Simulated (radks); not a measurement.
The numbers below are computed, except where a source is named.
Spherical quantum dot in the effective-mass picture: electrons in a hard-walled sphere of radius 3.88, all in effective atomic units (hartree* = m*/eps^2 hartree, bohr* = eps/m* bohr), one dielectric constant everywhere. Level of theory: non-relativistic Kohn-Sham, LDA (Slater exchange, Perdew-Wang correlation), spin-polarised, spherical densities (a radial shooting solver with Libxc functionals). Levels are named by radial order and angular momentum (1s, 1p, 1d, 2s, ...), and open shells are averaged over m. Each electron was tried in the lowest free levels, single moves between levels near the top were tried too, and the lowest total energy was kept; such a search can miss a lower state. At N = 1 the Hartree and exchange-correlation terms need not cancel, so that row can carry a self-interaction error.

N        open shells  2S  E (hartree*)  mu = E(N) - E(N-1) (hartree*)  addition energy mu(N+1) - mu(N) (hartree*)  rms radius (bohr*)
1   1s(up 1, down 0)   1      0.338629                        0.33863                                      0.4006               2.084
2               none   0       1.07784                        0.73922                                      0.6189               2.178
3   1p(up 1, down 0)   1       2.43599                         1.3581                                      0.3198               2.315
4   1p(up 2, down 0)   2       4.11395                         1.6780                                      0.3266               2.393
5   1p(up 3, down 0)   3       6.11857                         2.0046                                      0.4105               2.447
6   1p(up 3, down 1)   2       8.53372                         2.4152                                      0.3133               2.491
7   1p(up 3, down 2)   1       11.2621                         2.7284                                      0.3185               2.526
8               none   0       14.3091                         3.0470                                      0.6655               2.556
9   1d(up 1, down 0)   1       18.0215                         3.7124                                      0.3099               2.592
10  1d(up 2, down 0)   2       22.0439                         4.0224                                      0.3112               2.623
11  1d(up 3, down 0)   3       26.3775                         4.3336                                      0.3119               2.649
12  1d(up 4, down 0)   4       31.0229                         4.6455                                      0.3122               2.672
13  1d(up 5, down 0)   5       35.9806                         4.9577                                      0.3922               2.692
14  1d(up 5, down 1)   4       41.3305                         5.3499                                      0.3051               2.711
15  1d(up 5, down 2)   3       46.9855                         5.6550                                      0.3064               2.727
16  1d(up 5, down 3)   2       52.9469                         5.9614                                      0.3072               2.743
17  1d(up 5, down 4)   1       59.2154                         6.2686                                      0.3076               2.757
18              none   0       65.7916                         6.5761                                      0.7236               2.770
19  1f(up 1, down 0)   1       73.0913                         7.2997                                      0.3023               2.785
20  1f(up 2, down 0)   2       80.6933                         7.6020                                      0.3027               2.799
21  1f(up 3, down 0)   3       88.5980                         7.9047                                      0.3029               2.812
22  1f(up 4, down 0)   4       96.8056                         8.2076                                      0.3030               2.824
23  1f(up 5, down 0)   5       105.316                         8.5105                                      0.3030               2.835
24  1f(up 6, down 0)   6       114.130                         8.8135                                      0.3030               2.845
25  1f(up 7, down 0)   7       123.246                         9.1165                                      0.3800               2.855
26  1f(up 7, down 1)   6       132.743                         9.4965                                      0.2991               2.865
27  1f(up 7, down 2)   5       142.538                         9.7956                                      0.2995               2.873
28  1f(up 7, down 3)   4       152.633                         10.095                                      0.2997               2.882
29  1f(up 7, down 4)   3       163.028                         10.395                                      0.2999               2.890
30  1f(up 7, down 5)   2       173.723                         10.695                                      0.3000               2.898
31  1f(up 7, down 6)   1       184.718                         10.995                                           -               2.905

All shells are closed at N = 2, 8, 18 (there: 1s2 1p6 1d10); the second difference of the energy has clear peaks (12 % above both neighbours; the first and last values, which can be the largest, are not judged, and half-filled shells can peak too) at N = 2, 5, 8, 13, 18, 25.
